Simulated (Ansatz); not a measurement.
`[F][Ga]([F])[SH]` + `N=C=O` → `O=C=[N][Ga]([F])[F]` + H₂S at 298.15 K and 1 bar (ligand exchange at a Ga–S bond).

Calculated with Ansatz (gas phase, PBE0-D4/def2-TZVP geometries, no zero-point term in ΔE). CBS: MP2 limit from def2 TZ/QZ plus the TZ coupled-cluster correction, frozen cores. This one scheme is used for every species. For Ga outer-core shells are correlated without core-valence functions, which leaves a few kJ/mol of doubt a bond. Scalar relativity is left out up to krypton. One conformer a species, not always the lowest.

```json
{"species": "`[F][Ga]([F])[SH]`", "CCSD(T)/CBS energy (Eh)": "-2522.02273", "H − E (kJ/mol)": "53.7", "S (J/(mol·K))": "328.4"}
{"species": "`N=C=O`", "CCSD(T)/CBS energy (Eh)": "-168.51995", "H − E (kJ/mol)": "67.5", "S (J/(mol·K))": "238.3"}
{"species": "`O=C=[N][Ga]([F])[F]`", "CCSD(T)/CBS energy (Eh)": "-2291.56165", "H − E (kJ/mol)": "67.3", "S (J/(mol·K))": "362.6"}
{"species": "H₂S", "CCSD(T)/CBS energy (Eh)": "-398.97279", "H − E (kJ/mol)": "49.9", "S (J/(mol·K))": "205.7"}
```

H − E and S are ideal-gas, rigid-rotor, harmonic terms from PBE0-D4/def2-TZVP, for one conformer and one mirror image of each species. 1 Eh = 2625.50 kJ/mol, R = 8.31446 J/(mol·K).

Problem. By hand: ΔE, ΔH, ΔS and ΔG.

Solution. ΔE = (-2291.56165) + (-398.97279) − (-2522.02273) − (-168.51995) = 0.00824 Eh = 21.6 kJ/mol. Δ(H − E) = 67.3 + 49.9 − 53.7 − 67.5 = -4.0, so ΔH = 17.6 kJ/mol. ΔS = 362.6 + 205.7 − 328.4 − 238.3 = 1.6 J/(mol·K). ΔG = 17.6 − 298.15 × (1.6)/1000 = 17.1 kJ/mol.

Problem. By hand: the equilibrium constant, and the temperature at which ΔG would vanish if ΔH and ΔS stayed fixed.

Solution. log₁₀ K = −ΔG/(RT ln 10) = -3.0. ΔG = 0 at ΔH/ΔS = 11000 K, far beyond where these terms or the molecules hold.

The number of gas molecules stays the same, so ΔS is small and ΔH decides. A doubt of 5 kJ/mol in ΔE shifts log₁₀ K by 0.9 here. Other conformers and mirror images would add mixing entropy, several J/(mol·K) or more a flexible species. Modes under 60 cm⁻¹, often nearly free rotors, make the harmonic entropy too high. These are equilibria of isolated gas molecules and say nothing of rates. Largest T1 diagnostic: 0.018 (customary marks: 0.02 for closed shells, 0.045 for open ones).
